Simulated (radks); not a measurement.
Problem. The xenon ion Xe3+, [Kr] 4d10 5s2 5p3. All-electron calculation, non-relativistic Kohn-Sham, exchange-only B88, spin-polarised, spherical densities, point nucleus. Program: a radial shooting solver on a logarithmic mesh with Libxc functionals. Every spin shell is full or empty, so the densities are truly spherical. Functionals are evaluated on that one density, not self-consistently. Rank these exchange functionals by their error against the exact value of the orbitals, and give that value: LDA, revPBE, RPBE, PW86, OPTX, WC, G96, APBE, TPSS, SCAN, r2SCAN, Tao-Mo.

Solution. Exact: -178.128 hartree. From best to worst, with 100 (|E| - |E exact|)/|E exact| (equal figures are ties): r2SCAN -0.13, SCAN +0.15, PW86 -0.23, RPBE -0.25, APBE +0.28, revPBE -0.30, TPSS -0.32, G96 +0.35, Tao-Mo -0.83, WC -0.84, OPTX +1.30, LDA -4.73.
